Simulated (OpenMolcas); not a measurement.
**Os4+: effect of the IPEA shift**

* Program: OpenMolcas
* Basis: ANO-RCC-VTZP [8s7p5d3f2g1h]
* Scalar Hamiltonian: DKH2, point nucleus
* Active space: 4 electrons in 10 orbitals (5d 6d)
* State averaging: 2S+1 = 5 even, 5 roots; 2S+1 = 3 even, 45 roots; 2S+1 = 1 even, 50 roots
* Spin-orbit coupling: state interaction with AMFI integrals over the reference wave functions, term energies averaged over their components

Methods on the same reference wave functions:
A. CASSCF
B. MS-CASPT2, IPEA 0 Eh, imaginary shift 0.1 Eh (closed shells correlated: 5s 5p)
C. MS-CASPT2, IPEA 0.25 Eh, imaginary shift 0.1 Eh (closed shells correlated: 5s 5p)

Energies in eV above 5d⁴ ⁵D₀, the measured ground level; measured values from the list in Palmeri et al., Atoms 14, 22 (2026).

```
            Level       A       B       C  Measured
   5d⁴ ⁵D₀ [63 %]  0.0000  0.0000  0.0000    0.0000
          5d⁴ ⁵D₁  0.4556   0.556   0.542    0.5345
          5d⁴ ⁵D₂  0.9012   1.039   1.018    1.0022
          5d⁴ ⁵D₃  1.2859   1.409   1.392    1.3661
   5d⁴ ⁵D₄ [68 %]  1.5919   1.654   1.649    1.6076
5d⁴ ³P₀(1) [51 %]  2.5272   2.306   2.331          
   5d⁴ ³H₄ [57 %]  2.7178   2.622   2.629    2.5260
   5d⁴ ³G₃ [61 %]  3.2913   3.069   3.093    2.9685
          5d⁴ ³H₅  3.3639   3.252   3.269    3.1422
5d⁴ ³F₂(1) [68 %]  3.4490   3.111   3.152          
       5d⁴ ³P₁(1)  3.4501   3.098   3.150    3.0599
          5d⁴ ³H₆  3.6588   3.559   3.568    3.4305
          5d⁴ ³G₅  4.9159   4.735   4.757    4.5893
          5d⁴ ¹I₆  5.1868   5.053   5.052    4.8705
          5d⁴ ³D₁  5.2891   4.902   4.942    4.7778
       5d⁴ ¹S₀(1)  6.0853   5.634   5.686          
   5d⁴ ¹F₃ [65 %]  6.5354   5.973   6.005    5.7713
5d⁴ ³P₂(2) [67 %]  7.0949   6.447   6.481          
5d⁴ ³F₄(2) [57 %]  7.3898   6.916   6.916          
5d⁴ ³F₂(2) [62 %]  7.6793   7.085   7.131          
       5d⁴ ³F₃(2)  7.7759   7.198   7.228    6.9272
       5d⁴ ³P₁(2)  7.9227   7.205   7.265    6.9416
       5d⁴ ³P₀(2)  8.3150   7.593   7.664          
       5d⁴ ¹G₄(2)  8.3796   7.721   7.756
```

Deviations, from unrounded energies. A percentage is the sum of absolute deviations over the sum of measured energies, with the sign that they share, or ± where signs differ.

```csv
Against measurement,Levels,A,B,C
mean absolute deviation (cm-1),15,2900,970,1100
fine structure of the ground term (%),4,-6.1,+3.3,+2.0
other terms of the ground configuration (%),11,+10.4,+3.4,+4.0
```

B lies closest to measurement on these levels and A furthest from it. The largest miss of B in the table is 5d⁴ ³F₃(2), by +2200 cm-1. The ranking rests on the paired levels alone, and a cruder setting can come out closer through cancelling errors.

Between B and C the level of the table that moves most is 5d⁴ ³P₀(2), by 570 cm-1 (lowest in B, highest in C). Moves below CASPT2's spread within the term are not significant.

The mean deviations of B to C differ by less than CASPT2's widest spread within a term (930 cm-1), so their order carries little weight.

From A to B the spin-free energies of the other terms of 5d⁴ shown, above ⁵D, scale by factors of 0.76 to 0.90, as is usual when dynamic correlation screens the repulsion within a d or f shell.

The lowest spin-free term lies below A's lowest term by 0.273 hartree in B, 0.267 hartree in C.

Term energies are means over components that CASPT2 splits; among the terms shown or strongly mixed into the levels shown the widest spread is 930 cm-1 (5d⁴ ¹I, C). Active for correlation alone: 6d; no level in the range computed is led by a configuration that fills it, so any true level of that kind is missing. Without dynamic correlation excited terms often stand tens of per cent too high (terms of higher spin than the ground term too low), and those without a measured partner can miss by more than the paired ones (holds for A). The CASPT2 spread within a term exceeds the gap to the next term for 5d⁴ ³H and 5d⁴ ³P(1), 5d⁴ ³D and 5d⁴ ¹I, so the order of their levels is uncertain (holds for C). Computed and measured levels are paired by configuration, term and J; levels that our copy of the source lacks, or whose pairing is in doubt (as where it misses far off the trend of its configuration), stay unpaired and out of the deviations. Only configurations of the active space appear. Levels that lie high or do not pair safely by name in every column are left out.

A share in square brackets marks a mixed level and gives the weight of the term that names it, the lowest over the columns. A number in round brackets counts repeated terms of one configuration in the order of the reference energies.
